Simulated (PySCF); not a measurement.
Simulated absorption spectrum

Species: C₅H₆F₂OSi.
Bonds: F1–C2, C2–F3, C2–O4, O4–C5, C5–C6 (double), C6–C7, C7–C8 (double), C8–Si9, C5–Si9. Hydrogens: H10 on C2; H11 on C6; H12 on C7; H13 on C8; H14, H15 on Si9.

Theory: TDDFT CAM-B3LYP/def2-SVPD, vertical, gas phase, core orbitals frozen in the response (PySCF 2.14.0, density-fitted response routines). Geometry: GFN2-xTB, one conformer, isolated molecule. Torsions of this conformer, `[F:1][CH:2]([F:3])[O:4][C:5]1=[CH:6][CH:7]=[CH:8][SiH2:9]1`: F1–C2–O4–C5 -167°, C2–O4–C5–C6 -9°.

Computed states:

```json
{"state": "S1", "E (eV)": "4.21", "f": "0.085"}
{"state": "S2", "E (eV)": "5.91", "f": "0.0005"}
{"state": "S3", "E (eV)": "5.97", "f": "0.0032"}
{"state": "S4", "E (eV)": "6.22", "f": "0.0009"}
{"state": "S5", "E (eV)": "6.79", "f": "0.0063"}
{"state": "S6", "E (eV)": "6.86", "f": "0.014"}
{"state": "S7", "E (eV)": "6.93", "f": "0.0018"}
{"state": "S8", "E (eV)": "7.08", "f": "0.024"}
```

Each state is given a Gaussian of 0.25 eV full width at half maximum, with ε(max) = 2.175×10⁸ f / Δν̃ (Δν̃ the width in cm⁻¹). The width is an assumption, not a result. The curve ends short of the highest state used, and states not computed would add to its high-energy end.

**Question.** What does the envelope look like, and where are its maxima?

**Answer.** 
(E (eV), ε (L mol⁻¹ cm⁻¹)): (3.84, 19), (3.93, 256), (4.02, 1724), (4.11, 5658), (4.20, 9049), (4.29, 7053), (4.39, 2302), (4.48, 394), (4.57, 33), (4.66, 1), (4.75, 0), (4.84, 0), (4.93, 0), (5.02, 0), (5.11, 0), (5.21, 0), (5.30, 0), (5.39, 0), (5.48, 0), (5.57, 1), (5.66, 8), (5.75, 57), (5.84, 203), (5.93, 371), (6.03, 337), (6.12, 193), (6.21, 121), (6.30, 74), (6.39, 28), (6.48, 18)

Maxima: 294 nm (4.21 eV), ε about 9100, made up of S1 (100%); 208 nm (5.97 eV), ε about 390, made up of S2 (11%) and S3 (87%) (ε in L mol⁻¹ cm⁻¹; maxima over ε = 5, shares over 10%). At its high-energy end, 6.48 eV, the curve is still rising (ε about 18, from S4, S5 and S6).

**Question.** What would ε be at 4.21 eV, the highest of these maxima, with half the width (0.125 eV)?

**Answer.** About 18200 L mol⁻¹ cm⁻¹ against 9130, a factor of about 1.99; a lone state at its own centre would give exactly 2.

**Question.** On this curve, what absorbance would a 10⁻⁵ mol/L sample give at 193 nm over a 1 cm path?

**Answer.** 193 nm is 6.424 eV, where ε is about 18 L mol⁻¹ cm⁻¹, so A = ε c l ≈ 0.00018 (Beer–Lambert, with the gas-phase spectrum and the assumed width).

**Question.** Coming from long wavelengths, where does ε first pass 100 L mol⁻¹ cm⁻¹?

**Answer.** At about 318 nm (3.90 eV), 0.32 eV below S1.

The run took 3.1 min wall (grids of density and orbitals included) on an Intel Xeon at 2.50 GHz with one thread, on a shared host, and the process peaked at 1.1 GiB of memory.
